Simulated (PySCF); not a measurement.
**Excitation energy of N by level of theory**

N [He] 2s2 2p3 (4S) → N [He] 2s1 2p4 (4P), as a difference of total energies. All numbers are calculated (PySCF 2.14, the spin-free X2C one-electron Hamiltonian (Gaussian nucleus), in aug-cc-pCVTZ-DK (7s6p4d2f, 59 functions)). Correlated levels: valence and next inner shell: nothing frozen. The calculations carry no spin-orbit coupling.

```json
{"method": "UHF", "excitation energy (eV)": "10.912", "error (eV)": "-0.015"}
{"method": "MP2 (valence and next inner shell)", "excitation energy (eV)": "11.056", "error (eV)": "+0.129"}
{"method": "SCS-MP2 (valence and next inner shell)", "excitation energy (eV)": "11.084", "error (eV)": "+0.157"}
{"method": "CCSD (valence and next inner shell)", "excitation energy (eV)": "10.893", "error (eV)": "-0.034"}
{"method": "CCSD(T) (valence and next inner shell)", "excitation energy (eV)": "10.831", "error (eV)": "-0.096"}
```

Reference: 10.927 eV (measured; NIST levels, between the centres of gravity of the two terms).

Errors of the correlated levels include the incompleteness of this basis.
